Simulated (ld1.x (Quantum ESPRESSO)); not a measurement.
**Ta: one change to a TM potential, before and after**

tantalum (Ta), norm-conserving Troullier–Martins (Kleinman–Bylander form), made with ld1.x (Quantum ESPRESSO) 7.5 (PBEsol, scalar-relativistic). Core [Kr] 4d10 4f14 5s2, reference 5p6 5d3 6s2 6p0. Waves: 6s (bound): rc 2.50 bohr; 5d (bound): rc 1.60 bohr; 5p (bound): rc 2.10 bohr. Local part: the p channel. Core correction: Bessel-smoothed model core, default radius (core density twice the valence density).

All-electron outer shells of the reference configuration (PBEsol, scalar-relativistic, ld1.x):

```csv
shell,level (eV),outermost node (bohr),outermost maximum (bohr)
5s,-73.03,0.54,0.98
5p,-39.42,0.58,1.13
4f,-24.73,–,0.44
6s,-5.47,1.32,2.78
5d,-3.62,0.65,1.58
6p,-1.36,1.59,3.85
```

Change: functional LDA (PZ).

Cutoffs: the cutoffs (Ry, on a coarse ladder) from which the occupation-weighted sum of valence levels, in a spherical-Bessel basis at the reference potential, stays within 10 and 1 mRy of its value at 400 Ry; they do not see the model core or the augmentation charge, which bear on the density cutoff. Errors are all-electron minus pseudo energies relative to the spin-unpolarised reference configuration.

How do hardness, ghosts and transferability respond?

The potential gets neither clearly harder nor softer (30 Ry and 45 Ry → 30 Ry and 45 Ry); both files keep a bound ghost (s); the number of tests with a reliable result goes from 7 to 9; of the 7 tests that both files solve, the error grows in 0 and shrinks in 2 by more than 15 % and 0.3 meV (median size 35.9 → 28.0 meV).

```csv
quantity,base,changed
"cutoff, loose",30 Ry,30 Ry
"cutoff, tight",45 Ry,45 Ry
bound ghosts,s,s
"error for 5p6 5d3 6s1 6p0, meV [ΔE 8.50 → 8.70 eV]",-8.2,-7.0
"error for 5p6 5d3 6s0 6p0, meV [ΔE 23.48 → 24.01 eV]",-36,-28
"error for 5p6 5d2 6s0 6p0, meV [ΔE 47.09 → 47.94 eV]",-19,-11
"error for 5p6 5d3 6s0 6p2, meV [ΔE 8.66 → 8.79 eV]",+320,+338
"error for 5p6 5d3 6s1 6p1, meV [ΔE 4.22 → 4.26 eV]",+146,+150
"error for 5p6 5d3 6s1.5 6p0, meV [ΔE 3.48 → 3.56 eV]",-2.5,-2.2
"error for 5p6 5d2 6s2 6p1, meV [ΔE 3.03 → 3.09 eV]",+188,+191
s: phases at 2.69 bohr within 0.05 rad from the reference energy up to (Ry; the scan ends near 5),2.9,2.9
p: phases at 2.69 bohr within 0.05 rad from the reference energy up to (Ry; the scan ends near 5),-0.2,-0.2
d: phases at 2.69 bohr within 0.05 rad from the reference energy up to (Ry; the scan ends near 5),to the end of the scan,to the end of the scan
```

 A true bound ghost makes a file unfit for plane-wave use even where its test errors are small: the radial tests pick states by their node count and pass the ghost by.
